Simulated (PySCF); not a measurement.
Harmonic spectrum computed at PBE0 in the def2-TZVP basis family (core potentials from Rb on, PySCF, no spin–orbit coupling):

```json
{"ω (cm⁻¹)": "119", "IR (km/mol, summed over degenerate members)": "21.4", "degeneracy": "2"}
{"ω (cm⁻¹)": "413", "IR (km/mol, summed over degenerate members)": "36.1", "degeneracy": "1"}
{"ω (cm⁻¹)": "713", "IR (km/mol, summed over degenerate members)": "5.0", "degeneracy": "1"}
```

**Question.** Which molecule gave it? In each, all ligands are bound to the one heavy central atom.
A. GaOCl (singlet)
B. RuOCl (quartet)
C. CuOCl (triplet)
D. CoOCl (quintet)

**Answer.** C. It has C∞v symmetry with Cu–Cl 2.054 Å, Cu–O 1.704 Å.
